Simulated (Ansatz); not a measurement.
Ansatz (a program for electronic structure) job for Si(H)(SiH3) (H₄Si₂), SMILES [SiH][SiH3] (connectivity only; charge and spin as stated), neutral, multiplicity 1, PBE/def2-TZVPD. Geometry: PBE0-D3(BJ)/def2-TZVP. The isomer is the one that the SMILES or the coordinates give; other isomers of the formula were not compared.

Ansatz 0.2 input:
```yaml
crystal:
  periodic: [false, false, false]
  atoms:
    - {symbol: Si, position_ang: [-0.05900945, 1.02931009, 0.82133006]}
    - {symbol: H, position_ang: [-0.32098733, 1.86082101, -0.43206885]}
    - {symbol: Si, position_ang: [0.07209586, -0.88366626, -0.59183784]}
    - {symbol: H, position_ang: [0.97066858, -0.67477545, -1.76384897]}
    - {symbol: H, position_ang: [-1.31772323, -1.08476350, -1.10825461]}
    - {symbol: H, position_ang: [0.48483224, -2.14029570, 0.09128136]}
basis:
  gaussian:
    orbitals: def2-TZVPD
hamiltonian:
  xc: {name: PBE}
```

Program output:

```
WARN ansatz: RAYON_NUM_THREADS=1 ignored (pool sized by the plan → 1); use --threads N
Functional definition: PBE
integrals: 0.04 GiB planned
754 factors; their error is unknown
mean field: 0.32 GiB planned
mean field evaluation 1: about -15808.6930 eV, gradient 1.8e1 eV
mean field evaluation 2: about -15808.4843 eV, gradient 2.0e1 eV
mean field evaluation 4: about -15810.1976 eV, gradient 8.8e-1 eV
mean field evaluation 8: about -15810.1990 eV, gradient 3.5e-2 eV
mean field evaluation 16: about -15810.1885 eV, gradient 6.3e-5 eV
mean field -15810.18847308 eV, -581.0137098552 hartree, gradient 6.3e-5 eV, S^2 0.000000; 0 other end points of the search recorded, 0 dependent functions left out
reference -15810.18851811 eV, -581.0137115098 hartree; 16, 16 occupied and 106, 106 virtual orbitals, 754 factors
Total energy: -15810.18851811 eV, -581.0137115098 hartree
```

Self-consistency was reached.

Cost: about 0.8 core-seconds (a rough figure).
